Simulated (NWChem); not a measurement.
C2H8N2Si; SMILES C/N=C/[SiH2]N

```xyz
13

C     -0.2314     2.6361     0.0151
N     -0.3320     1.2046    -0.0311
C      0.7157     0.4950     0.0829
Si     0.5258    -1.3893     0.0065
N     -1.1754    -1.6298     0.0431
H     -0.6485     3.0613    -0.9126
H     -0.8575     3.0189     0.8376
H      0.8041     3.0086     0.1479
H      1.7130     0.9752     0.2157
H      1.2318    -1.8866    -1.2245
H      1.2496    -2.0035     1.1659
H     -1.7055    -0.7759    -0.1180
H     -1.6395    -2.4583    -0.3039
```
Atoms are numbered in this order, from 1.

All runs: NWChem. Pople sets run with spherical d functions. All runs use the structure optimised with PBE0/def2-SVP. Solvent water, SMD (1 M gas to 1 M solution), gas-phase geometry. Reactions with the solvent are ignored.

Problem. Taking B3LYP/6-311++G** as the yardstick, which of these has the fewest basis functions while keeping “dipole in solution (D)” within 0.2 D of it: B3LYP/6-311G**; B3LYP/3-21G; B3LYP/STO-3G; B3LYP/6-31+G*; B3LYP/6-31G*?

Solution. B3LYP/3-21G.
| level | basis functions | dipole in solution (D) | relative time (rough) |
|---|---|---|---|
| B3LYP/STO-3G | 37 | 1.14 | 1 |
| B3LYP/3-21G | 65 | 1.74 | 1 |
| B3LYP/6-31G* | 90 | 1.43 | 3 |
| B3LYP/6-31+G* | 110 | 1.59 | 5 |
| B3LYP/6-311G** | 146 | 1.44 | 7 |
| B3LYP/6-311++G** | 174 | 1.58 | 6 |

The yardstick is one finite set, not the basis-set limit.
